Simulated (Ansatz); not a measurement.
In3P3H12, a cluster cut from wurtzite InP (hydrogen-capped), relaxed as a singlet with RKS r2SCAN-D4/def2-SVP in Ansatz, starting from the GFN2-xTB geometry. Force threshold 0.02 eV/Å.

In the def2 sets In takes a core potential; there is no spin–orbit coupling.

Start:

```tsv
atom	x (Å)	y (Å)	z (Å)
P1	-0.235	-1.958	-1.027
In2	-2.494	-1.465	0.222
P3	-1.701	0.868	1.134
In4	2.315	-1.334	-1.136
P5	1.988	0.970	0.085
In6	0.407	2.341	1.675
H7	-0.361	-3.222	-1.588
H8	-0.588	-1.313	-2.210
H9	-3.645	-1.126	-0.996
H10	-2.749	-2.574	1.486
H11	-2.105	1.594	0.016
H12	-2.735	1.353	1.924
H13	2.657	-0.970	-2.770
H14	3.247	-2.399	-0.193
H15	1.716	1.708	-1.065
H16	3.257	1.515	0.232
H17	0.866	2.162	3.302
H18	0.162	3.849	0.909
```

```tsv
step	energy (eV)	largest force component (eV/Å)	SCF passes
1	-43578.5150	0.791	14
2	-43578.6648	0.379	16
3	-43578.8083	0.065	16
4	-43578.8273	0.053	18
5	-43578.8506	0.183	17
6	-43578.8622	0.011	18
7	-43578.8651	0.034	18
8	-43578.8657	0.053	17
9	-43578.8672	0.028	18
10	-43578.8691	0.015	18
11	-43578.8694	0.031	18
12	-43578.8696	0.027	19
13	-43578.8697	0.020	19
```

Force components are those of the run's own axes.

End:

```tsv
atom	x (Å)	y (Å)	z (Å)
P1	-0.3238	-1.8125	-1.3254
In2	-2.3531	-1.4718	0.3242
P3	-1.8129	1.0512	0.8701
In4	2.2477	-1.3465	-0.9705
P5	1.9450	1.1538	-0.1884
In6	0.4240	2.1646	1.7142
H7	-0.4057	-3.1686	-1.7489
H8	-0.6887	-1.2264	-2.5694
H9	-3.7893	-1.4866	-0.6296
H10	-1.9766	-2.3655	1.7451
H11	-2.2795	1.8301	-0.2254
H12	-2.8114	1.4553	1.8001
H13	2.9758	-1.3036	-2.5327
H14	2.7126	-2.2357	0.4269
H15	1.7304	1.9368	-1.3568
H16	3.2587	1.6246	0.0896
H17	0.8543	1.3436	3.1635
H18	0.2924	3.8571	1.4133
```

By distances, no bond broke or formed. The bond that changes most is P3–H12, from 1.39 to 1.42 Å (atoms count from 1).

The force fell under the threshold at step 6, but the optimiser went on and released 0.007 eV more. No frequencies were taken in this run, so the end may be a saddle point.

It took 82 s on 4 threads of Arm Neoverse V1 on a shared host.
